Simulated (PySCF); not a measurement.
Start geometry of `[BiH3]` from GFN2-xTB (Å):
```
atom  x, y, z in Å
Bi1    0.0358   -0.0230    0.7830
H2    -1.2117   -0.7742   -0.2467
H3    -0.0867    1.4252   -0.2785
H4     1.3006   -0.6534   -0.2908
```

Question: What comes out of this run: PBE0-D3(BJ)/def2-SVP geometry optimisation, gas phase, def2 core potentials past Kr (PySCF)?

Answer: 
```
atom  x, y, z in Å
Bi1   -0.0124   -0.0728    0.7661
H2    -1.2623   -0.7848   -0.3064
H3    -0.0682    1.4536   -0.1766
H4     1.2771   -0.6971   -0.3141
```

The energy falls by 0.95 kJ/mol over 3 energy and gradient evaluations, the largest force component goes from 0.0050 to 3.8e-04 Eh/bohr, and the atoms move by 0.030 Å rms after alignment. The bond that changes most is Bi1–H4 (ends: bismuth bonded to 3 H; hydrogen on bismuth), which lengthens by 0.019 Å. Bonds longer at the end by more than 0.005 Å: 2 of 3; shorter: 0. Among the angles that change most is H2–Bi1–H3, from 87.2° to 90.1°. The orientation of the end geometry is arbitrary; only internal coordinates are fixed.

The run used 41 basis functions and 18 SCF cycles in all.

No frequency check.
